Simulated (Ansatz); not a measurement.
`C=N[SiH2]CF` → `C=NCF` + `[SiH2]` at 500 K and 1 bar (silylene formation by 1,1-elimination).

Computed with Ansatz on PBE0-D4/def2-TZVP structures; ΔE is electronic, products minus reactants. CCSD(T)/CBS adds triple-zeta CCSD(T) − MP2 to the extrapolated MP2 energy (def2 sets, frozen cores). This one scheme is used for every species. One conformer a species, not always the lowest.

```
      species  CCSD(T)/CBS energy (Eh)  H − E (kJ/mol)  S (J/(mol·K))
`C=N[SiH2]CF`               -523.26123           249.5          407.5
      `C=NCF`               -232.96675           191.8          317.2
     `[SiH2]`               -290.19011            48.0          226.5
```

H − E and S are ideal-gas, rigid-rotor, harmonic terms from PBE0-D4/def2-TZVP, for one conformer and one mirror image of each species. 1 Eh = 2625.50 kJ/mol, R = 8.31446 J/(mol·K).

By hand: ΔE, ΔH, ΔS and ΔG.

ΔE = (-232.96675) + (-290.19011) − (-523.26123) = 0.10437 Eh = 274.0 kJ/mol. Δ(H − E) = 191.8 + 48.0 − 249.5 = -9.7, so ΔH = 264.3 kJ/mol. ΔS = 317.2 + 226.5 − 407.5 = 136.2 J/(mol·K). ΔG = 264.3 − 500 × (136.2)/1000 = 196.2 kJ/mol.

By hand: the equilibrium constant, and the temperature at which ΔG would vanish if ΔH and ΔS stayed fixed.

log₁₀ K = −ΔG/(RT ln 10) = -20.5. ΔG = 0 at ΔH/ΔS = 1941 K.

The number of gas molecules changes by +1, which sets the sign of ΔS. A doubt of 5 kJ/mol in ΔE shifts log₁₀ K by 0.5 here. Other conformers and mirror images would add mixing entropy, several J/(mol·K) or more a flexible species. These are equilibria of isolated gas molecules and say nothing of rates. Largest T1 diagnostic: 0.014 (customary marks: 0.02 for closed shells, 0.045 for open ones).
